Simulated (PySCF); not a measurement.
Members of one series of related molecules.

All values: PBE0/pcSseg-1 (PySCF) at GFN2-xTB geometries, gas phase, one conformer each.

(1) Rank by dipole moment, lowest first.
A. `[CH2:1]=[CH:2][CH2:3][n:4]1[n:5][cH:6][c:7]([S:8][CH3:9])[n:10]1` with C1–C2–C3–N4 -127°, C2–C3–N4–N5 -78°, C6–C7–S8–C9 179°
B. `[CH2:1]=[CH:2][CH2:3][n:4]1[n:5][c:6]([Cl:7])[c:8]([S:9][CH3:10])[n:11]1` with C1–C2–C3–N4 126°, C2–C3–N4–N5 78°, C6–C8–S9–C10 180°
C. `[CH2:1]=[CH:2][n:3]1[n:4][cH:5][c:6]([S:7][CH3:8])[n:9]1` with C1–C2–N3–N4 180°, C5–C6–S7–C8 180°

Answers

(1) C (1.32 D), A (1.92 D), B (3.26 D).

All values together:

```json
{"SMILES": "C=CCn1ncc(SC)n1", "change": "parent", "formula": "C6H9N3S", "μ (D)": "1.92", "HOMO (eV)": "-6.21", "LUMO (eV)": "-0.26", "lowest IAO charge (e)": "-0.498 (C)", "highest IAO charge (e)": "+0.176 (H)", "lowest Hirshfeld charge (e)": "-0.134 (N)", "highest Hirshfeld charge (e)": "+0.094 (N)"}
{"SMILES": "C=CCn1nc(F)c(SC)n1", "change": "H replaced by F", "formula": "C6H8FN3S", "μ (D)": "3.38", "HOMO (eV)": "-6.34", "LUMO (eV)": "-0.44", "lowest IAO charge (e)": "-0.499 (C)", "highest IAO charge (e)": "+0.333 (C)", "lowest Hirshfeld charge (e)": "-0.146 (N)", "highest Hirshfeld charge (e)": "+0.093 (N/C)"}
{"SMILES": "CCn1ncc(SC)n1", "change": "allyl replaced by C2H5", "formula": "C5H9N3S", "μ (D)": "2.03", "HOMO (eV)": "-6.18", "LUMO (eV)": "-0.01", "lowest IAO charge (e)": "-0.498 (C)", "highest IAO charge (e)": "+0.175 (H)", "lowest Hirshfeld charge (e)": "-0.134 (N)", "highest Hirshfeld charge (e)": "+0.097 (N)"}
{"SMILES": "C=Cn1ncc(SC)n1", "change": "allyl replaced by vinyl", "formula": "C5H7N3S", "μ (D)": "1.32", "HOMO (eV)": "-6.30", "LUMO (eV)": "-1.11", "lowest IAO charge (e)": "-0.499 (C)", "highest IAO charge (e)": "+0.182 (S/H)", "lowest Hirshfeld charge (e)": "-0.123 (N)", "highest Hirshfeld charge (e)": "+0.095 (N)"}
{"SMILES": "C=CCn1nc(Cl)c(SC)n1", "change": "H replaced by Cl", "formula": "C6H8ClN3S", "μ (D)": "3.26", "HOMO (eV)": "-6.34", "LUMO (eV)": "-0.49", "lowest IAO charge (e)": "-0.499 (C)", "highest IAO charge (e)": "+0.185 (S)", "lowest Hirshfeld charge (e)": "-0.137 (N)", "highest Hirshfeld charge (e)": "+0.096 (N)"}
```

Conformers: `[CH2:1]=[CH:2][CH2:3][n:4]1[n:5][cH:6][c:7]([S:8][CH3:9])[n:10]1` with C1–C2–C3–N4 -127°, C2–C3–N4–N5 -78°, C6–C7–S8–C9 179°; `[CH2:1]=[CH:2][CH2:3][n:4]1[n:5][c:6]([F:7])[c:8]([S:9][CH3:10])[n:11]1` with C1–C2–C3–N4 126°, C2–C3–N4–N5 78°, C6–C8–S9–C10 -179°; `[CH3:1][CH2:2][n:3]1[n:4][cH:5][c:6]([S:7][CH3:8])[n:9]1` with C1–C2–N3–N4 -88°, C5–C6–S7–C8 180°; `[CH2:1]=[CH:2][n:3]1[n:4][cH:5][c:6]([S:7][CH3:8])[n:9]1` with C1–C2–N3–N4 180°, C5–C6–S7–C8 180°; `[CH2:1]=[CH:2][CH2:3][n:4]1[n:5][c:6]([Cl:7])[c:8]([S:9][CH3:10])[n:11]1` with C1–C2–C3–N4 126°, C2–C3–N4–N5 78°, C6–C8–S9–C10 180°.

Give the shifts from the parent, `C=CCn1ncc(SC)n1`.

```tsv
SMILES	change in μ (D)	change in HOMO (eV)	change in LUMO (eV)
C=CCn1nc(F)c(SC)n1	+1.46	-0.13	-0.18
CCn1ncc(SC)n1	+0.11	+0.03	+0.25
C=Cn1ncc(SC)n1	-0.60	-0.09	-0.85
C=CCn1nc(Cl)c(SC)n1	+1.34	-0.13	-0.23
```
